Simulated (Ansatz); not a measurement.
Start from `BBC` and change one atom or group to get `C[BH][SbH2]`.

Ansatz, PBE0-D4/def2-TZVP geometries, multiplicity 1. 

Elements past krypton have def2 core potentials.  Spin–orbit coupling is left out; it splits and shifts lone-pair levels of the heavy atoms by tenths of an eV.

| property | `BBC` |
| --- | --- |
| size of the dipole moment (PBE/def2-TZVPP) / D | 0.80 |
| LUMO energy (PBE0/def2-TZVPP) / eV | -1.55 |
| HOMO–LUMO gap (PBE/def2-TZVPP) / eV | 4.12 |
| LUMO energy (B3LYP/def2-TZVPP) / eV | -1.78 |
| LUMO energy (PBE/def2-TZVPP) / eV | -2.56 |
| size of the dipole moment (ωB97M-V/def2-TZVPP) / D | 0.70 |

Task: Give the same properties after the change, and the shifts. (An estimate is asked.)

Result: The calculation gave: 
| property | `C[BH][SbH2]` | shift |
| --- | --- | --- |
| size of the dipole moment (PBE/def2-TZVPP) / D | 1.10 | 0.30 |
| LUMO energy (PBE0/def2-TZVPP) / eV | -1.62 | -0.07 |
| HOMO–LUMO gap (PBE/def2-TZVPP) / eV | 3.28 | -0.84 |
| LUMO energy (B3LYP/def2-TZVPP) / eV | -1.81 | -0.03 |
| LUMO energy (PBE/def2-TZVPP) / eV | -2.55 | 0.01 |
| size of the dipole moment (ωB97M-V/def2-TZVPP) / D | 1.21 | 0.51 |

With PBE0 the HOMO rises by 1.21 eV and the LUMO falls by 0.07 eV, so the gap narrows by about 1.28 eV. PBE moves the HOMO by 0.85 eV and ωB97M-V by 1.46 eV. Dipoles are sizes alone; their direction can turn.

B3LYP here is the variant with VWN-RPA as its local correlation; programs differ in this.
